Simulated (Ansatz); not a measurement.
Basis-set series for C2H2BFO, SMILES `FB1C=CO1`. Charge 0, multiplicity 1. All single points use the PBE0-D4/def2-TZVP geometry.

```csv
functional,basis,functions,energy (Eh),HOMO (eV),LUMO (eV)
PBE0-D4,def2-SVP,80,-276.85936,-7.22,-1.22
PBE0-D4,def2-QZVPP,345,-277.19606,-7.35,-1.36
ωB97M-V,def2-SVP,80,-277.07189,-9.49,1.05
ωB97M-V,def2-QZVPP,345,-277.41540,-9.63,0.78
```

Give the rows for def2-TZVPP. (Estimate.)

Ansatz gave: 
```
functional       basis  functions  energy (Eh)  HOMO (eV)  LUMO (eV)
   PBE0-D4  def2-TZVPP        183   -277.18120      -7.32      -1.32
   ωB97M-V  def2-TZVPP        183   -277.40162      -9.60       0.86
```

Positive LUMOs are unbound and depend on the basis.
